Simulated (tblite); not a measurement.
Compound: C7H6NS (doublet state).
Atom-mapped SMILES: `[H]/[N:1]=[CH:2]\[c:3]1[cH:4][cH:5][cH:6][c:7]([S:8])[cH:9]1` (hydrogens: H10 on N1; H11 on C2; H12 on C4; H13 on C5; H14 on C6; H15 on C9)

Geometry (GFN2-xTB, Å), atoms numbered from 1 in this order:
```xyz
15
C7H6NS angstrom
N     -3.0771   -0.1326   -0.4637
C     -2.0054   -0.7813   -0.3697
C     -0.6409   -0.2915   -0.1224
C     -0.3610    1.0680    0.0469
C      0.9369    1.4924    0.2770
C      1.9708    0.5809    0.3421
C      1.7095   -0.7847    0.1748
S      2.9890   -1.9344    0.2528
C      0.3985   -1.2096   -0.0577
H     -3.0038    0.8774   -0.3560
H     -2.0924   -1.8587   -0.4864
H     -1.1578    1.7962   -0.0005
H      1.1424    2.5447    0.4059
H      2.9843    0.9052    0.5212
H      0.2026   -2.2639   -0.1862
```

Method: GFN2-xTB as coded in tblite; computed harmonic values from a numerical Hessian at the method's own geometry, unscaled. This tight-binding method is rough: wavenumbers can miss measured ones by several per cent, in bad cases by 10 to 20. One conformer, not necessarily the lowest. Open shells enter through the occupations alone, without spin polarisation, and single modes of such species can be off by tens of per cent.

Harmonic wavenumbers (cm⁻¹): 26.6, 155.2, 175.9, 180.6, 288.9, 378.6, 400.1, 433.6, 464.4, 584.8, 632.5, 690.5, 739.4, 801.1, 864.1, 870.9, 880.7, 920.9, 979.9, 1064.4, 1093.4, 1115.7, 1152.5, 1186.5, 1199.2, 1257.9, 1319.4, 1340.3, 1394.9, 1432.5, 1539.0, 1548.8, 1708.7, 3001.0, 3074.7, 3087.8, 3088.4, 3103.2, 3325.7.

A = 3181, B = 851.9, C = 671.9 MHz; mass 136.022 u (most abundant isotopes); point group Cs, symmetry number 1; spin multiplicity 2.

**Question.** What is the zero-point energy?

**Answer.** ½Σν̃ = 23751 cm⁻¹ = 284.13 kJ/mol.

**Question.** What is S at 350 K and 1 bar for an ideal gas of classical rigid rotors and harmonic oscillators?

**Answer.** Translation 173.46, rotation 125.67, vibration 106.73, spin (R ln 2) 5.76: S = 411.6 J/(mol K).

**Question.** And Cp and H(350 K) − H(0)?

**Answer.** Cp = 153.08 J/(mol K), of which vibrations give 119.82 (their classical limit is 39 R = 324.3); H(350 K) − H(0) = 31.49 kJ/mol without the zero-point energy, 19.85 from vibrations.

**Question.** How do the functions run with temperature in this model?

**Answer.** 
| T (K) | S (J/(mol K)) | Cp (J/(mol K)) | H − H(0) (kJ/mol) | G − H(0) (kJ/mol) | ln q(vib) |
| --- | --- | --- | --- | --- | --- |
| 50 | 252.1 | 45.9 | 1.99 | -10.62 | 0.65 |
| 100 | 289.0 | 62.6 | 4.70 | -24.20 | 1.45 |
| 298.15 | 388.6 | 134.2 | 24.04 | -91.83 | 5.01 |
| 373.15 | 421.7 | 161.1 | 35.13 | -122.22 | 6.47 |
| 500 | 474.4 | 199.4 | 58.10 | -179.10 | 8.99 |
| 750 | 565.7 | 249.6 | 114.79 | -309.46 | 13.91 |
| 1000 | 642.0 | 280.1 | 181.29 | -460.68 | 18.54 |

q(vib) and H(0) count from the zero-point level.

**Question.** Blend soft modes into free rotors: weight 1/[1 + (100 cm⁻¹/ν̃)⁴] for the oscillator and the rest for a rotor with moment μB/(μ + B), μ = h/(8π²ν), B = 10⁻⁴⁴ kg m². What vibrational entropy results?

**Answer.** 97.84 J/(mol K) in place of 106.73, which changes −T·S at 350 K by +3.11 kJ/mol.

Hindered rotation and anharmonicity are outside this model. Other conformers, if any are populated, would add a mixing term that is left out.
